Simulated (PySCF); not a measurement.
Species: C₇H₆F₃N.
SMILES: `N(C)(C#CC#CC(F)(F)F)C`

Method: PBE0-D3(BJ)/def2-SVP geometry optimisation, gas phase in PySCF 2.14.0.

Masses are those of the commonest isotopes; rigid-rotor values at the optimised geometry. 

Task: What are A, B and C (GHz)?

Result: Ia = 144.04, Ib = 1698.74, Ic = 1748.00 u·Å²; 505379 MHz·u·Å²/I gives 3508, 297.5 and 289.1 MHz, that is A = 3.5085, B = 0.2975, C = 0.2891 GHz.

Task: Classify the top.

Result: A near-prolate asymmetric top. Ray's parameter κ = (2B − A − C)/(A − C) = -0.995; −1 is the prolate and +1 the oblate limit.

Task: Is it planar, by Δ = Ic − Ia − Ib?

Result: Not planar: Δ = Ic − Ia − Ib = -94.79 u·Å². For a rigid frame Δ = −2 Σ m c², so Σ m c² = 47.39 u·Å² lies off the ab plane: 3.26 from hydrogen and 44.13 from heavier atoms. The atom farthest from that plane is 1.17 Å away.

Task: List the rotational levels J(Ka,Kc) to J = 5 (MHz).

Result: Above 0(0,0):
J = 1: 1(0,1) 587, 1(1,1) 3798, 1(1,0) 3806
J = 2: 2(0,2) 1760, 2(1,2) 4962, 2(1,1) 4988, 2(2,1) 14621, 2(2,0) 14621
J = 3: 3(0,3) 3520, 3(1,3) 6710, 3(1,2) 6760, 3(2,2) 16380, 3(2,1) 16381, 3(3,1) 32456, 3(3,0) 32456
J = 4: 4(0,4) 5866, 4(1,4) 9039, 4(1,3) 9123, 4(2,3) 18727, 4(2,2) 18727, 4(3,2) 34803, 4(3,1) 34803, 4(4,1) 57309, 4(4,0) 57309
J = 5: 5(0,5) 8799, 5(1,5) 11952, 5(1,4) 12077, 5(2,4) 21660, 5(2,3) 21661, 5(3,3) 37736, 5(3,2) 37736, 5(4,2) 60242, 5(4,1) 60242, 5(5,1) 89179, 5(5,0) 89179
Those of J = 1 are B + C, A + C and A + B.

Task: Predict some low-J microwave lines.

Result: The dipole components are |μa| = 6.89 D, |μb| = 0.02 D, |μc| = 0.16 D. Intensities carry the squares of the components, which stand as 1.00 : 0.00 : 0.00 (a : b : c). Some lines, for components of 0.1 D or more:

```tsv
type	branch	J(Ka,Kc)	MHz	lower level (cm⁻¹)
a	R	1(0,1) ← 0(0,0)	587	0.000
a	R	3(1,2) ← 2(1,1)	1772	0.166
a	R	4(1,3) ← 3(1,2)	2363	0.225
a	R	5(2,4) ← 4(2,3)	2933	0.625
a	R	5(4,1) ← 4(4,0)	2933	1.912
c	Q	3(1,3) ← 3(0,3)	3190	0.117
c	R	4(1,3) ← 3(0,3)	5604	0.117
c	R	2(2,0) ← 1(1,0)	10815	0.127
c	R	5(2,3) ← 4(1,3)	12537	0.304
c	R	3(3,0) ← 2(2,0)	17836	0.488
c	Q	5(5,1) ← 5(4,1)	28937	2.009
```

Task: Estimate the classical rotational partition function at 25 K, 50 K and 298.15 K.

Result: Point group C1, symmetry number σ = 1; q = (√π/σ)·√((kT/h)³/(ABC)), k/h = 20836.6 MHz/K: 38400 at 25 K, 108000 at 50 K, 1580000 at 298.15 K.

No PBE0-D3(BJ)/def2-SVP frequencies stand behind this structure, so it isn't proved a minimum. Zero-point vibration and centrifugal distortion are left out. A rigid rotor knows nothing of internal rotation, which can split or shift real lines. Quadrupole hyperfine structure (14N) is left out.
